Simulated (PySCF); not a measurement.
CH7FN2Si. Atoms are numbered in the order given.

```xyz
12

C      2.1856     0.0239     0.9562
N      1.0555    -0.5190     0.2296
Si    -0.4971     0.1770     0.0842
N     -1.5918    -1.0834    -0.3021
F     -0.7035     1.2330    -1.1464
H      1.8354     0.7947     1.6608
H      2.7003    -0.7496     1.5537
H      2.9396     0.5000     0.3011
H      1.2925    -1.2679    -0.4162
H     -0.6979     0.9999     1.3090
H     -2.4590    -0.8752    -0.7860
H     -1.6803    -1.9041     0.2867
```

The structure is a stationary point at r2SCAN-D4/def2-SVP. The structure was generated by enumeration; whether it is a known compound was not checked. Other conformers were not sampled.

Calculation: TDDFT-PBE0/def2-SVPD (PySCF).

Vertical excitations. The molecule is in vacuum.

| state | energy (eV) | λ (nm) | f | main pairs |
|---|---|---|---|---|
| S1 | 6.56 | 189 | 0.003 | HOMO→LUMO 54 %, HOMO→LUMO+1 42 % |
| S2 | 6.83 | 181 | 0.009 | HOMO→LUMO+1 52 %, HOMO→LUMO 38 %, HOMO−1→LUMO 8 % |
| S3 | 6.96 | 178 | 0.049 | HOMO−1→LUMO 83 % |
| S4 | 7.59 | 163 | 0.032 | HOMO→LUMO+2 56 %, HOMO→LUMO+3 31 % |
| S5 | 7.63 | 162 | 0.023 | HOMO→LUMO+3 60 %, HOMO→LUMO+2 19 %, HOMO−1→LUMO+1 16 % |
| S6 | 7.72 | 161 | 0.054 | HOMO−1→LUMO+1 65 %, HOMO→LUMO+2 21 % |
| S7 | 7.93 | 156 | 0.016 | HOMO−1→LUMO+2 91 % |
| S8 | 8.18 | 152 | 0.021 | HOMO→LUMO+4 94 % |
| S9 | 8.44 | 147 | 0.019 | HOMO→LUMO+5 88 % |
| S10 | 8.47 | 146 | 0.038 | HOMO−1→LUMO+3 87 % |
| T1 | 6.32 | 196 | 0 | HOMO→LUMO 48 %, HOMO→LUMO+1 41 %, HOMO→LUMO+3 7 % |
| T2 | 6.51 | 190 | 0 | HOMO−1→LUMO 80 % |
| T3 | 6.69 | 185 | 0 | HOMO→LUMO+1 42 %, HOMO→LUMO 30 %, HOMO→LUMO+2 18 % |
| T4 | 7.01 | 177 | 0 | HOMO→LUMO+2 68 %, HOMO→LUMO 11 % |
Triplets are in the Tamm–Dancoff approximation, which puts them higher than full response would, so one can lie above its singlet here.
